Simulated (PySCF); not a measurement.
A run for PySCF: R-HF/3-21G on H10 chain, a point of a bond scan (R = 1.500 Å).

```python
from pyscf import gto, scf, dft, mp
from pyscf.data.elements import chemcore

mol = gto.M(
    atom='''
    H     0.00000000    0.00000000    0.00000000
    H     0.00000000    0.00000000    1.50000000
    H     0.00000000    0.00000000    3.00000000
    H     0.00000000    0.00000000    4.50000000
    H     0.00000000    0.00000000    6.00000000
    H     0.00000000    0.00000000    7.50000000
    H     0.00000000    0.00000000    9.00000000
    H     0.00000000    0.00000000   10.50000000
    H     0.00000000    0.00000000   12.00000000
    H     0.00000000    0.00000000   13.50000000
    ''',
    basis='3-21g',
    charge=0, spin=0, verbose=3, max_memory=1800)
mf = scf.RHF(mol)
mf.conv_tol = 1e-8
mf.max_cycle = 100
mf.kernel()
if not mf.converged:
    mf = mf.newton().run(mf.mo_coeff, mf.mo_occ)
```

The log:

```
converged SCF energy = -4.98029269165781
```

The calculation finished and met its thresholds.

Cost: about 0.09 core-seconds (a rough figure).
